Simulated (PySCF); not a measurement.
## Ionising ZnS

MN15; basis Zn def2-TZVPPD, S def2-TZVPPD; no relativity; PySCF 2.14. Neutral (UKS): singlet (closed shell), Re = 2.058 Å, ωe = 453 cm⁻¹, De = 1.42 eV, HOMO -7.28 eV, LUMO -3.73 eV.

ZnS⁺ (UKS): doublet (π ↑), Re = 2.144 Å, ωe = 409 cm⁻¹, De = 2.15 eV to Zn⁺ + S. The energies at the minima are -2177.74077 hartree for ZnS and -2177.42581 for ZnS⁺.

Problem. Work out the adiabatic ionisation energy, without and with harmonic zero-point energies (1 hartree = 27.2114 eV, 1 eV = 8065.5 cm⁻¹), and the change of the bond length.

Solution. At MN15: 0.31496 hartree = 8.570 eV between the minima; the zero-point term (409.0 − 453.0)/2 cm⁻¹ = -0.003 eV makes it 8.568 eV. Re changes by +8.6 pm against the neutral. Minus the HOMO energy is 7.28 eV, -1.29 eV from the value between the minima; self-interaction puts the Kohn–Sham level too high, less so with exact exchange. The electron leaves a π orbital; in so polar a molecule the change of length follows mostly from the change of the ionic charges.

For an ion De counts to the pair picked by the measured ionisation energies or electron affinities, which need not be the lowest pair at this level. States were picked by a PBE0 search and need not be the measured ground states.
